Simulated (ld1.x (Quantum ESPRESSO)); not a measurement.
## Pseudopotential generation for S: TM, LDA (PZ), non-relativistic.

S (Z = 16), norm-conserving Troullier–Martins (Kleinman–Bylander form), made with ld1.x (Quantum ESPRESSO) 7.5 (LDA (PZ), non-relativistic). Core [Ne], reference 3s2 3p3 (charge +1). Waves: 3s (bound): rc 1.50 bohr; 3d channel at 0.3 Ry: rc 1.80 bohr; 3p (bound): rc 1.70 bohr. Local part: the p channel. Core correction: a·sin(br)/r model core, default radius (core density twice the valence density).

All-electron outer shells of the reference configuration (LDA (PZ), non-relativistic, ld1.x):

```tsv
shell	level (eV)	outermost node (bohr)	outermost maximum (bohr)
3s	-27.51	0.60	1.39
3p	-16.90	0.58	1.55
```

Results:

```json
{
  "Cutoffs needed": "40 Ry and 60 Ry (the cutoffs (Ry, on a coarse ladder) from which the occupation-weighted sum of valence levels, in a spherical-Bessel basis at the reference potential, stays within 10 and 1 mRy of its value at 400 Ry)",
  "Ghost test": "no extra level below or beside the all-electron valence levels (s, d, p, f tested) (spherical-Bessel basis up to 400 Ry, 20 bohr box)",
  "Largest excitation error": "+163 meV (all-electron minus pseudo) for 3s2 3p0, out of 7 test configurations"
}
```

Generation and tests took about 0.94 s on one core of a shared server CPU.
